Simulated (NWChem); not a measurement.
Species: InH$_{2}$Cl; SMILES [InH2][Cl]

```xyz
4

In     0.0000     0.0000     0.6669
H      0.0000    -1.5817     1.3303
H      0.0000     1.5817     1.3303
Cl     0.0000     0.0000    -1.6998
```
Atoms are numbered in this order, from 1.

Level: PBE0/def2-SVP with def2 effective core potentials on In (NWChem), optimised geometry, unscaled harmonic frequencies. def2 effective core potentials on In; no spin-orbit coupling.

**Question.** List the harmonic frequencies with IR intensities, and the thermochemistry.

**Answer.** 
```
frequency (cm⁻¹)  IR intensity (km/mol)
----------------  ---------------------
360                                58.5
416                                37.0
544                                99.6
593                               150.7
1842                               48.4
1853                              236.9
```

* **zero-point energy**: 8.0 kcal/mol
* **thermal correction to the enthalpy at 298.15 K (with zero-point energy)**: 11.0 kcal/mol
* **heat capacity Cv**: 11.2 cal/(mol K)
* **entropy at 298.15 K and 1 atm (symmetry number 2)**: 65.8 cal/(mol K)

Rigid rotor and harmonic oscillator.
